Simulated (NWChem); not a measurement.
# GaSiH₅; SMILES [SiH3][GaH2]

Program: NWChem. Geometry: optimised at PBE0/def2-SVP. Vertical excitations in the gas phase.

Problem. Predict the results for PBE/aug-cc-pVDZ, full TDDFT. Quantities: lowest excitation, singlet (eV); oscillator strength of that lowest state; orbital gap (eV).

Solution. 
- lowest excitation, singlet (eV): 3.87
- oscillator strength of that lowest state: 0.001
- orbital gap (eV): 3.64
